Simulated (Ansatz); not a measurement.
Stepwise reaction of `[SH][Ge][SH]` with hydrogen, as a gas-phase model of exchange steps in deposition or etching. ΔE in kJ/mol.

Program: Ansatz. Geometries: PBE0-D4/def2-TZVP. ΔE: electronic, gas phase. CCSD(T)/CBS adds triple-zeta CCSD(T) − MP2 to the extrapolated MP2 energy (def2 sets, frozen cores). This one scheme is used for every species. Functionals use def2-TZVPP. B3LYP here is the variant with VWN-RPA as its local correlation; programs differ in this. For Ge outer-core shells are correlated without core-valence functions, which leaves a few kJ/mol of doubt a bond. Scalar relativity is left out up to krypton. One conformer a species, not always the lowest.

```
step                                 reaction  PBE-D4  B3LYP-D4  ωB97M-V  CCSD(T)/CBS
   1  `[SH][Ge][SH]` + H₂ → `[SH][GeH]` + H₂S    97.0      90.3     83.7         88.7
   2        `[SH][GeH]` + H₂ → `[GeH2]` + H₂S   109.4      99.7     92.1         97.0
```

**Question.** By hand: ΔE of the 2 steps together at CCSD(T)/CBS.

**Answer.** (88.7) + (97.0) = 185.7 kJ/mol, or 92.8 kJ/mol a step.

In ΔE each step is higher than the one before. All are uphill at CCSD(T)/CBS. PBE-D4 differs from CCSD(T)/CBS by 8.3 to 12.4 kJ/mol a step. Isolated molecules leave out the surface, adducts and barriers. Largest T1 diagnostic: 0.015.
